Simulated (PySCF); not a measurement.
Al(H)2(SH) (AlH3S), SMILES [AlH2][SH]. Heavy atoms are numbered as in [AlH2:1][SH:4]. Hydrogens are named by the atom that carries them.

Geometry optimised at PBE0-D3(BJ)/def2-TZVP.

All values below come from B3LYP/pcSseg-2 (PySCF).

GIAO shieldings, no solvent; atoms alike by connectivity are averaged. δ = σ(ref) − σ: ¹H against TMS (σ = 31.68 ppm); ³³S against H2S (σ = 688.9 ppm), references at their B3LYP-D3(BJ)/def2-TZVP geometries, non-relativistic.

| nucleus | atoms | count | δ (ppm) |
|---|---|---|---|
| ¹H | H on Al1 | 2 | 5.34 |
| ¹H | H on S4 | 1 | 1.52 |
| ³³S | S4 (SH) | 1 | 81.8 |
